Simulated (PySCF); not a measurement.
C₃H₁₂NOSi₂ (doublet state).
Z-matrix (Å and degrees, GFN2-xTB geometry), rows numbered from 1:
```
C 
N   1  1.4379
Si  2  1.7369  1  124.07
Si  3  2.2807  2  109.57  1   -47.23
C   4  1.9088  3   98.41  2  -162.24
O   5  1.4148  4  104.62  3   -15.87
C   6  1.4004  5  114.55  4   178.26
H   1  1.0887  2  108.93  3    30.65
H   1  1.0964  2  112.53  3   -89.43
H   1  1.0928  2  110.37  3   149.71
H   2  1.0079  1  111.55  3   153.82
H   3  1.4740  2   98.14  1  -178.96
H   4  1.4862  3  133.59  2   -43.50
H   4  1.4796  3  109.27  2    85.28
H   5  1.0961  4  112.49  3  -135.53
H   5  1.0975  4  112.60  3   103.61
H   7  1.0889  6  106.89  5  -179.22
H   7  1.0975  6  111.18  5    61.33
H   7  1.0981  6  111.24  5   -59.72
```

The hyperfine couplings belong to this conformer and change with its torsions.

Identity: `CN[SiH][SiH2]COC` [radical].

Method used: UKS B3LYP, pcH-1 on C H N O Si, non-relativistic, mean-field spin-orbit, GIAO (PySCF 2.14.0). The structure is a single GFN2-xTB conformer in the gas phase; no vibrational or solvent corrections. Couplings are sensitive to structure, and on GFN2-xTB geometries they can be far from those on DFT ones, by a factor of two or more for some ions and for spin on atoms past the first row. No stability test was run, so a lower SCF solution isn't excluded.

**Question.** Match the computed a_iso(13C) values -5.8, +1.2 MHz with the sites C1; C7.

**Answer.** 
| site | a_iso (MHz) | ρ(0) (bohr⁻³) | position | distance from Si3 (Å) | spin population | largest \|T\| (MHz) |
| --- | --- | --- | --- | --- | --- | --- |
| C1 | -5.8 | -0.0052 | 2 bonds from Si3 | 2.81 | -0.01 | 1.4 |
| C7 | +1.2 | +0.0011 | 4 bonds from Si3 | 4.06 | 0.00 | 0.6 |

**Question.** Match the computed a_iso(29Si) values -433.9, -105.5 MHz with the sites Si3; Si4.

**Answer.** 
```json
{"site": "Si3", "a_iso (MHz)": "-433.9", "ρ(0) (bohr⁻³)": "+0.4892", "position": "largest spin population", "distance from Si3 (Å)": "0.00", "spin population": "+0.69", "largest |T| (MHz)": "124.3"}
{"site": "Si4", "a_iso (MHz)": "-105.5", "ρ(0) (bohr⁻³)": "+0.1188", "position": "1 bond from Si3", "distance from Si3 (Å)": "2.28", "spin population": "+0.08", "largest |T| (MHz)": "21.4"}
```

**Question.** The isotropic 1H couplings, averaged over equivalent nuclei, are +48.2, +31.0, -15.3, +10.6, +2.8, +0.2 MHz. Assign them to H8/H9/H10; H11; H12; H13/H14; H15/H16; H17/H18/H19.

**Answer.** 
```
       site  a_iso (MHz)  ρ(0) (bohr⁻³)                                          position  distance from Si3 (Å)  bound to  spin population there  largest |T| (MHz)
  H8/H9/H10        +10.6        +0.0024                                  3 bonds from Si3                   3.29        C1                  -0.01                3.9
        H11        -15.3        -0.0034  2 bonds from Si3, on N2 of spin population +0.18                   2.39        N2                  +0.18               16.8
        H12        +48.2        +0.0108                                   1 bond from Si3                   1.47       Si3                  +0.69                6.5
    H13/H14        +31.0        +0.0069                                  2 bonds from Si3                   3.29       Si4                  +0.08                3.4
    H15/H16         +2.8        +0.0006                                  3 bonds from Si3                   3.92        C5                   0.00                1.9
H17/H18/H19         +0.2         0.0000                                  5 bonds from Si3                   4.52        C7                   0.00                1.6
```

ρ(0) is the spin density at the nucleus and T the dipolar tensor; a_iso includes a spin–orbit part; entries for several nuclei are means. The Mulliken spin populations are largest on Si3 (+0.69), N2 (+0.18) and Si4 (+0.08). The angles at Si3 add up to 332.7°, so it is pyramidal.

Examples of negative spin density at the nucleus (bohr⁻³): C1 (-0.0052) and H11 (-0.0034).

Means are taken over nuclei equivalent by connectivity, which assumes that they swap fast. The three 1H nuclei of mean +10.6 MHz run from 0.8 to 18.3 MHz in the frozen geometry. The 1H value of +31.0 MHz is a mean of couplings from -1.4 to 63.4 MHz in this one geometry, not an average over conformers. The 1H value of +2.8 MHz is a mean of couplings from -0.7 to 6.4 MHz in this one geometry, not an average over conformers.
